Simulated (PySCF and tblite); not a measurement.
Values are calculated unless marked as measured or tabulated.
**Barrier and rate of a pyramidal inversion**

System: C5H13NSi, numbered as in [CH3:1][N:2]1[CH2:3][CH2:4][CH2:5][SiH2:6][CH2:7]1.

Motion: pyramidal inversion at N2. Geometries: GFN2-xTB; energies: PBE/pcSseg-1 + D3(BJ); zero-point and thermal terms from GFN2-xTB harmonic modes (soft modes blended into free rotors). Rates follow Eyring's equation with the number of equivalent paths and no tunnelling. (PySCF 2.14 with density fitting, tblite 0.8.)

```csv
point,symmetry,E(GFN2) kcal/mol,E(DFT) kcal/mol,ZPE change kcal/mol,lowest mode cm⁻¹,dipole D
start,C1,0.0,0.0,0.00,108,0.84
saddle,C1,5.7,6.4,-0.86,254i,0.84
end,C1,0.1,2.9,0.33,126,0.59
```

- Electronic barrier: 6.4 kcal/mol
- Barrier with zero-point energy: 5.6 kcal/mol
- ΔH‡ (298 K): 5.5 kcal/mol
- ΔS‡ (298 K, symmetry apart): 0.1 cal/(mol K)
- Paths: 1 equivalent path
- End point: a different minimum
- Mean lifetime of the start against this motion at 298 K: 1.7 ns
- Cost: 2.7 min on 1 thread of Arm Neoverse V1, shared host (rough), peak memory 0.73 GiB, launched as `OMP_NUM_THREADS=1 python ens_run.py task.json out`

```tsv
T/K	ΔG‡ kcal/mol	k s⁻¹	ΔG kcal/mol	k back s⁻¹
150	5.5	3.2×10⁴	3.2	1.8×10⁹
200	5.5	4.4×10⁶	3.3	1.7×10¹⁰
250	5.5	8.7×10⁷	3.3	6.8×10¹⁰
298	5.5	6×10⁸	3.3	1.7×10¹¹
350	5.5	2.6×10⁹	3.4	3.3×10¹¹
400	5.5	7.7×10⁹	3.4	5.4×10¹¹
500	5.7	3.5×10¹⁰	3.4	1.1×10¹²
```

ΔG and ΔG‡ leave out symmetry numbers and mirror images; rates count paths: 1 out, 1 back.
